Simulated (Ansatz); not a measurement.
The first iterations of a band of BFH2O2 + H3N (10 atoms, charge 0, multiplicity 1).

Method: Ansatz, RKS BLYP-D4/cc-pVDZ.

- movable images: 7
- climbing image: yes
- spring: 5.0 eV/Å²
- optimiser: quadratic models (default)
- start path: through a guess of the saddle point
- force threshold: 0.03 eV/Å
- iteration limit: 60
- end points: relaxed

Initial state:

```xyz
10
Properties=species:S:1:pos:R:3
B -0.291 0.315 -0.986
F 0.622 -0.455 -1.639
O 0.036 1.581 -0.553
O -1.547 -0.205 -0.815
H 1.176 -1.331 0.706
N 0.688 -1.007 1.555
H 0.960 1.805 -0.779
H -2.130 0.437 -0.363
H 0.797 0.019 1.538
H -0.310 -1.158 1.337
```

Final state:

```xyz
10
Properties=species:S:1:pos:R:3
B -0.644 0.287 -0.025
F 2.136 -0.405 -0.847
O -0.047 1.233 -0.820
O -2.010 0.103 -0.012
H 1.445 -0.793 -0.255
N 0.180 -0.620 0.808
H 0.907 0.996 -0.938
H -2.432 0.660 -0.697
H 0.810 -0.131 1.456
H -0.345 -1.330 1.331
```

| iteration | highest image above the first end (eV) | largest band force component (eV/Å) |
| --- | --- | --- |
| 1 | 2.652 | 9.298 |
| 2 | 1.207 | 4.014 |
| 3 | 1.004 | 2.643 |
| 4 | 0.901 | 1.485 |
| 5 | 0.833 | 1.536 |

Question: Does the band converge within its limit, and where does its top end?

Answer: The run converged. It ended after 17 iterations with the highest image 0.975 eV above the first end. The profile has 2 maxima (images 1, 5) with wells between them (image 3): this band takes more than one step, which may be the mechanism or a detour left from its start path. A structure lower than the first end lies on the path between it and the top, so the climb from that side starts below the end, which may itself be a saddle point or a shallow side well. A vibrational analysis at the climbing image gives one clearly imaginary mode, 810i cm⁻¹: a first-order saddle point. The orbitals stay closed-shell, which can raise the energy where a bond breaks towards radicals; this wasn't checked here.

Time of the run: 90 s on 2 threads of Intel(R) Xeon(R) 6975P-C (Granite Rapids) (shared host), peak memory 0.15 GiB.
